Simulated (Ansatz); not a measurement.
**Energy profile**

The step: Si₂H₄Cl₂O ([OH][Si]([SiH3])([Cl])[Cl]) + H₂O → SiH₂Cl₂O₂ ([OH][Si]([OH])([Cl])[Cl]) + SiH₄; bonds formed: Si1–O7, Si2–H6; bonds broken: Si1–Si2, H6–O7 (atoms numbered as in the saddle structure below).

Si1  (-0.323, 0.290, -0.836)
Si2  (0.363, -1.166, 1.310)
Cl3  (0.119, -0.747, -2.540)
Cl4  (-2.169, -0.668, -0.334)
O5  (-0.934, 1.810, -0.943)
H6  (1.030, 0.206, 0.342)
O7  (1.331, 0.980, -0.607)
H8  (1.710, -1.204, 1.958)
H9  (0.102, -2.491, 0.706)
H10  (-0.638, -0.792, 2.335)
H11  (-1.893, 1.851, -0.954)
H12  (1.303, 1.931, -0.436)
(Å)

Electronic energies by CCSD(T) at an estimated basis limit (MP2 extrapolated from triple and quadruple zeta, plus CCSD(T) − MP2 in triple zeta), on PBE0-D4/def2-TZVP structures; Si2H6Cl2O2, singlet; no counterpoise correction. Program: Ansatz 0.2.0. Basis: def2-TZVPP and def2-QZVPP. Cores are frozen in the correlated methods. Extrapolation: Hartree–Fock as exp(−7.88 √X), correlation as X^−2.97.

Task: Give the profile in eV, counted from the separated reactants. (An estimate is asked for; the value comes from the calculation.)

Result: Computed:
```tsv
point	eV
separated: Si2H4Cl2O (linked as [OH][Si]([SiH3])([Cl])[Cl]; Si1, Si2, Cl3, Cl4, O5, H8, H9, H10, H11; singlet) + H2O (H6, O7, H12; singlet)	0.000
start structure	-0.210
saddle	1.759
end structure	-1.192
separated: SiH2Cl2O2 (linked as [OH][Si]([OH])([Cl])[Cl]; Si1, Cl3, Cl4, O5, O7, H11, H12; singlet) + SiH4 (Si2, H6, H8, H9, H10; singlet)	-1.123
```

T1 diagnostic: at most 0.013.

For scale, one of the runs: CCSD(T)/def2-TZVPP, 314 basis functions, launched by `ansatz run in.yaml --threads 4 --pin off --events-out ev --progress --plain --max-ram 66560MiB --backend cuda --devices 0, --max-vram 37GiB`. Hardware: 4 CPU threads of an AMD EPYC 7R13 and a share of one NVIDIA H100, shared host. Wall time 13 s; peak host memory 0.83 GiB.
